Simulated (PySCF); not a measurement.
Working out the electron affinity of Pb

Pb- [Xe] 4f14 5d10 6s2 6p3 (4S) → Pb [Xe] 4f14 5d10 6s2 6p2 (3P). Computed with PySCF 2.14 in aug-cc-pwCVDZ-PP with ECP60MDF, with scalar relativity through the core potential. Frozen: nothing. Energies in hartree (1 hartree = 27.21139 eV):

```
             part  Pb- (lower)   Pb (upper)
              UHF  -191.865338  -191.833078
MP2 opposite-spin    -0.282415    -0.279135
    MP2 same-spin    -0.167396    -0.157603
```

Task: What does Hartree-Fock give?

Result: (-191.833078) − (-191.865338) = 0.032260 hartree = 0.878 eV.

Task: What do MP2 and SCS-MP2 (6/5 opposite-spin, 1/3 same-spin) give?

Result: The opposite-spin parts differ by 0.089 eV and the same-spin parts by 0.266 eV. MP2: 0.878 + (0.089) + (0.266) = 1.233 eV. SCS-MP2: 0.878 + 1.2 × (0.089) + (0.266)/3 = 1.073 eV.

Reference: 0.357 eV (measured; photodetachment measurements, as compiled on the Wikipedia data page of electron affinities), between the lowest levels; spin-orbit coupling is absent from the calculation.

A double-zeta basis recovers only part of the correlation energy.

What remains against the reference includes basis incompleteness and correlation beyond second order.
